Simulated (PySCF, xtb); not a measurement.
Be(Me)(GeH3) (CH6BeGe), SMILES [GeH3][Be][CH3].

Harmonic wavenumbers (cm⁻¹) from GFN2-xTB run with xtb at its own minimum, in rising order: 17, 102, 102, 269, 270, 321, 490, 490, 867, 895, 931, 931, 1394, 1498, 1498, 1918, 1971, 1971, 2959, 2960, 2996.

Task: What does PySCF with PBE0-D3(BJ)/def2-TZVP give at its own minimum? (The exact figures need the calculation; the answer reports its results.)

Result: 27, 167, 167, 329, 406, 406, 649, 649, 801, 889, 889, 1000, 1234, 1430, 1430, 2115, 2117, 2117, 3024, 3100, 3100. Paired by order, the mean absolute difference is 96 cm⁻¹ and the zero-point energies are 35.5 and 37.2 kcal/mol.
